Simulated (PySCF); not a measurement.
# S⁺: excitation energy

S⁺ [Ne] 3s2 3p3 (4S) → S⁺ [Ne] 3s2 3p2 4s1 (4P), as a difference of total energies. Calculation: PySCF 2.14, in aug-cc-pVQZ-DK (7s6p4d3f2g, 84 functions); the spin-free X2C one-electron Hamiltonian (Gaussian nucleus). Correlated levels: valence: [Ne] frozen. The calculations carry no spin-orbit coupling.

| method | excitation energy (eV) |
| --- | --- |
| UHF | 13.363 |
| MP2 (valence) | 13.679 |
| SCS-MP2 (valence) | 13.588 |
| CCSD (valence) | 13.591 |
| CCSD(T) (valence) | 13.602 |

**Question.** How much does correlation contribute at CCSD(T) (valence)?

**Answer.** 13.602 − (13.363) = 0.239 eV, measured against UHF.

Errors of the correlated levels include the incompleteness of this basis and the frozen core.

For comparison: 13.639 eV (measured; NIST levels, between the centres of gravity of the two terms).
